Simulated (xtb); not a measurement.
Harmonic IR lines of one isomer of C$_{9}$H$_{9}$NSSi, unscaled. All values below come from GFN2-xTB (xtb).

| wavenumber (cm⁻¹) | relative intensity |
|---|---|
| 400 | 4.3 |
| 555 | 6.5 |
| 561 | 9.0 |
| 774 | 24 |
| 780 | 100 |
| 830 | 6.1 |
| 864 | 8.0 |
| 978 | 11 |
| 1205 | 3.5 |
| 1337 | 5.0 |
| 1398 | 3.9 |
| 1434 | 3.3 |
| 1465 | 7.9 |
| 2254 | 48 |
| 2264 | 77 |
| 3055 | 4.0 |
| 3064 | 7.0 |
| 3095 | 7.2 |

Question: Which structure gives these lines?
A) `[SiH3]c1cc(S)c2ncccc2c1`
B) `[SiH3]c1cc2cccnc2cc1S`
C) `[SiH3]c1cc2ccccc2nc1S`
D) `[SiH3]c1ccc(S)c2ncccc12`

Answer: A, `[SiH3]c1cc(S)c2ncccc2c1`
